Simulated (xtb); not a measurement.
xtb input (GFN-FF):

```bash
xtb mol.xyz --gfnff --opt tight --chrg 0 --uhf 0
```
mol.xyz:
```
17

C     -1.52559115     2.39485134     0.12500451
C     -0.64285895     1.47557888     0.51115272
Si    -0.08702682     0.05529519    -0.56205927
C     -0.59956023    -1.57623555     0.18421834
C     -1.35341423    -1.69539322     1.27533142
C      1.76812227     0.08656183    -0.77427095
C      2.60069379    -0.80162342    -0.23414565
H     -1.82549019     3.21876881     0.76478137
H     -1.98894364     2.36277898    -0.85568689
H     -0.21159243     1.56904847     1.50613218
H     -0.72328023     0.23018845    -1.89451868
H     -0.26892138    -2.49048789    -0.30541266
H     -1.72332321    -0.82748685     1.81085504
H     -1.64100631    -2.66075289     1.67931239
H      2.19940337     0.89377989    -1.36357421
H      3.67646426    -0.74352169    -0.36527525
H      2.24071611    -1.62888683     0.36847413
```

End of the output:

```
         :::::::::::::::::::::::::::::::::::::::::::::::::::::
         ::                     SUMMARY                     ::
         :::::::::::::::::::::::::::::::::::::::::::::::::::::
         :: total energy              -2.810850808383 Eh    ::
         :: gradient norm              0.000203220225 Eh/a0 ::
         ::.................................................::
         :: bond energy               -2.956337164609 Eh    ::
         :: angle energy               0.011983438019 Eh    ::
         :: torsion energy             0.000387981293 Eh    ::
         :: repulsion energy           0.152298707801 Eh    ::
         :: electrostat energy        -0.007868652496 Eh    ::
         :: dispersion energy         -0.010419515021 Eh    ::
         :: HB energy                 -0.000011121647 Eh    ::
         :: XB energy                  0.000000000000 Eh    ::
         :: bonded atm energy         -0.000884481723 Eh    ::
         :: external energy            0.000000000000 Eh    ::
         :: add. restraining           0.000000000000 Eh    ::
         :: total charge               0.000000000000 e     ::
         :::::::::::::::::::::::::::::::::::::::::::::::::::::
Note: The following floating-point exceptions are signalling: IEEE_UNDERFLOW_FLAG IEEE_DENORMAL
normal termination of xtb

           -------------------------------------------------
          |                Property Printout                |
           -------------------------------------------------

molecular dipole:
                 x           y           z       tot (Debye)
 q only:       -0.007       0.001       0.011       0.034
           -------------------------------------------------
          |                Geometry Summary                 |
           -------------------------------------------------

      molecular mass/u    :      110.2293216
   center of mass at/Å    :        0.0164286       0.0171929      -0.0722318
  moments of inertia/u·Å² :        0.1974041E+03   0.2852105E+03   0.3829617E+03
rotational constants/cm⁻¹ :        0.8539655E-01   0.5910593E-01   0.4401911E-01

 * 16 selected distances

     #   Z          #   Z                                           value/Å
     1   6 C        2   6 C                                       1.3115158
     2   6 C        3  14 Si                                      1.8470032
     3  14 Si       4   6 C                                       1.8481378
     4   6 C        5   6 C                                       1.3113125
     3  14 Si       6   6 C                                       1.8481981 (max)
     6   6 C        7   6 C                                       1.3113969
     1   6 C        8   1 H                                       1.0739188
     1   6 C        9   1 H                                       1.0730809
     2   6 C       10   1 H                                       1.0736161
     3  14 Si      11   1 H                                       1.4629716
     4   6 C       12   1 H                                       1.0736224
     5   6 C       13   1 H                                       1.0730587 (min)
     5   6 C       14   1 H                                       1.0739393
     6   6 C       15   1 H                                       1.0737759
     7   6 C       16   1 H                                       1.0739858
     7   6 C       17   1 H                                       1.0731182

 * 4 distinct bonds (by element types)

   Z      Z             #   av. dist./Å        max./Å        min./Å
   1 H    6 C           9     1.0735684     1.0739858     1.0730587
   6 C    6 C           3     1.3114084     1.3115158     1.3113125
   1 H   14 Si          1     1.4629716     1.4629716     1.4629716
   6 C   14 Si          3     1.8477797     1.8481981     1.8470032

optimized geometry written to: xtbopt.xyz

           -------------------------------------------------
          | TOTAL ENERGY               -2.810850808383 Eh   |
          | GRADIENT NORM               0.000203220225 Eh/α |
           -------------------------------------------------
########################################################################
[WARNING] Runtime exception occurred
-1- gfnff_setup: Could not read topology file.
########################################################################

------------------------------------------------------------------------
------------------------------------------------------------------------
 total:
 SCF:
 ANC optimizer:
```
